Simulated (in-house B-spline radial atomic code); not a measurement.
BSE on G0W0@HF excitations of Se⁴⁺

Method: BSE on G0W0@HF. Computed with a B-spline radial code for spherical atoms: linear response of the closed shell [Ar] 3d10 4s2 with a statically screened interaction on G0W0 levels; non-relativistic, point nucleus, no spin-orbit coupling, no double excitations, S, P, D and F terms only; shells from n = 2 respond. Only terms of natural parity with L up to 3 were computed.

Without relativity these are model numbers for so heavy an element.

Command:
```bash
python run_td.py task.json out
```
Settings (radii: box in bohr, nucleus in fm):
```
Z                        34
electrons                30
configuration            [Ar] 3d10 4s2
hamiltonian              nr
method                   bse
box_radius               19.1
intervals                54
```

Time taken, with all properties: 0.8 s on 1 thread of Intel(R) Xeon(R) 6975P-C (Granite Rapids) (shared host).

The lowest states, in the order of their Tamm-Dancoff energies; the method's threshold (minus the highest G0W0 level) is 66.74 eV. Labels give the largest channel, * marks a mixed state, and oscillator strengths are full-response dipole values. Energies in eV:

| state | full response | Tamm-Dancoff | oscillator strength |
| --- | --- | --- | --- |
| 4s → 4p 3P | ? | ? | - |
| 4s → 4p 1P | 15.727 | 16.449 | 1.58 |
| 4s → 4d 3D | 31.67 | 31.68 | - |
| 4s → 4d 1D | 33.48 | 33.52 | - |
| 4s → 5s 3S | 35.55 | 35.56 | - |
| 4s → 5s 1S | 36.72 | 36.75 | - |
| 4s → 5p 3P | 40.23 | 40.23 | - |
| 4s → 5p 1P | 40.80 | 40.85 | 0.0525 |
| 4s → 4f 3F | 44.93 | 44.94 | - |
| 4s → 4f 1F | 45.38 | 45.38 | - |
| 4s → 5d 3D | 47.07 | 47.07 | - |
| 4s → 5d 1D | 47.50 | 47.51 | - |
| 4s → 6s 3S | 48.55 | 48.56 | - |
| 4s → 6s 1S | ? | ? | - |
| 4s → 6p 3P | 50.68 | 50.68 | - |
| 4s → 6p 1P | 50.88 | 50.90 | 0.03 |

Q: Where does 4s → 4p 3P lie?

A: At 10.293 eV in full response, 10.487 eV in Tamm-Dancoff.

Q: Where does 4s → 6s 1S lie?

A: At 48.93 eV in full response, 48.94 eV in Tamm-Dancoff.

Q: How large is the singlet-triplet splitting of 4s → 4p (P terms) in Tamm-Dancoff?

A: 5.96 eV, from the unrounded values.

Q: What polarisabilities and dispersion coefficient does the method give?

A: Dipole 5.17 bohr³, quadrupole 8.518 bohr⁵, C6 13.47 hartree·bohr⁶ for two such species.
